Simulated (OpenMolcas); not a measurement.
**Worked example: vertical energy of the triplet above the singlet of CHBrF2 (bromodifluoromethane)**

CHBrF2: 5 atoms, total charge 0, spin state singlet. SMILES: `FC(F)Br`. The shape is that of a PBE0-D4/def2-TZVP optimisation.

Both states at this one shape; open shells run unrestricted unless said. 1 Eh = 27.2114 eV.

| level | program | singlet CHBrF2 (Eh) | triplet CHBrF2 (Eh) |
| --- | --- | --- | --- |
| SVWN5/aug-cc-pVDZ | OpenMolcas | -2807.389726 | -2807.167957 |
| BLYP/aug-cc-pVDZ | OpenMolcas | -2812.541778 | -2812.325978 |

**Question.** Work out the vertical gap, second state less first, at each level.

**Answer.** 
1. SVWN5/aug-cc-pVDZ: -2807.167957 − (-2807.389726) = 0.221769 Eh = 6.03 eV.
2. BLYP/aug-cc-pVDZ: -2812.325978 − (-2812.541778) = 0.215800 Eh = 5.87 eV.

No measured value is set beside it here; the levels span 5.87 to 6.03 eV. Spin-orbit coupling, which splits open shells on such heavy atoms by tenths of an eV, is left out. All-electron rows are non-relativistic unless named.
